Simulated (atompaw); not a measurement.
**Pseudopotential generation for K: PAW (atompaw), PBE, scalar-relativistic.**

* Element: potassium (K)
* Generator: atompaw 4.2.0.5
* Type: PAW
* Functional: PBE
* Relativity: scalar-relativistic
* Frozen core: [Ne] 3s2
* Valence charge: 7
* Reference configuration: 3p6 3d0 4s0 4p0 (charge +1)
* Partial waves: 4s (bound, empty): rc 3.00 bohr; 4s channel at 0.3 Ry: rc 3.00 bohr; 3p (bound): rc 1.80 bohr; 4p (bound, empty): rc 3.00 bohr; 3d (bound, empty): rc 3.00 bohr; 3d channel at 0.95 Ry: rc 3.00 bohr
* Local potential: bessel scheme, radius 2.05 bohr
* Core correction: smooth core density matched at 2.00 bohr
* Augmentation charge: sinc compensation charge, radius 2.60 bohr; PAW radius 3.00 bohr; waves and projectors: custom rrkj gramschmidtortho

All-electron outer shells of the reference configuration (PBE, scalar-relativistic, ld1.x):

```json
{"shell": "3s", "level (eV)": "-41.45", "outermost node (bohr)": "0.48", "outermost maximum (bohr)": "1.08"}
{"shell": "3p", "level (eV)": "-24.88", "outermost node (bohr)": "0.45", "outermost maximum (bohr)": "1.15"}
{"shell": "4s", "level (eV)": "-6.22", "outermost node (bohr)": "1.56", "outermost maximum (bohr)": "3.51"}
{"shell": "3d", "level (eV)": "-3.81", "outermost node (bohr)": "–", "outermost maximum (bohr)": "1.76"}
{"shell": "4p", "level (eV)": "-3.75", "outermost node (bohr)": "1.81", "outermost maximum (bohr)": "4.34"}
```

Question: Does the generator finish with these settings?

Answer: Yes, a potential is produced.

Question: Estimate the cutoffs (Ry, on a coarse ladder) from which the occupation-weighted sum of valence levels, in a spherical-Bessel basis at the reference potential, stays within 10 and 1 mRy of its value at 400 Ry.

Answer: 25 Ry and 40 Ry.

Question: Does the potential have ghost states?

Answer: Ghost state, extra bound levels that the all-electron valence spectrum of the same l lacks: s at -10.5 eV. A true bound ghost makes a file unfit for plane-wave use.

Question: Is the overlap operator S = 1 + Σ q|β⟩⟨β| positive definite (Bessel basis up to 400 Ry)?

Answer: Yes: its lowest eigenvalue is 0.51 (p channel).
